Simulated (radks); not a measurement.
Neutral copper: order these configurations by energy. Calculated with a radial shooting solver on a logarithmic mesh with Libxc functionals: Dirac Kohn-Sham, BLYP, spin-unpolarised, spherical densities, finite nucleus; Fermi nuclear charge, rms radius of each element as measured or else 0.836 A^(1/3) + 0.57 fm. Sub-shells are occupied by j as written (lower j first in brackets). [Ar] 3d(3/2: 4, 5/2: 5) 4s1 4p(1/2: 1, 3/2: 0); [Ar] 3d(3/2: 4, 5/2: 5) 4s2; [Ar] 3d10 4p(1/2: 1, 3/2: 0); [Ar] 3d10 4s1.

Answer. From the lowest, in eV above it: [Ar] 3d10 4s1 0.000; [Ar] 3d(3/2: 4, 5/2: 5) 4s2 1.784; [Ar] 3d10 4p(1/2: 1, 3/2: 0) 4.156; [Ar] 3d(3/2: 4, 5/2: 5) 4s1 4p(1/2: 1, 3/2: 0) 6.596.
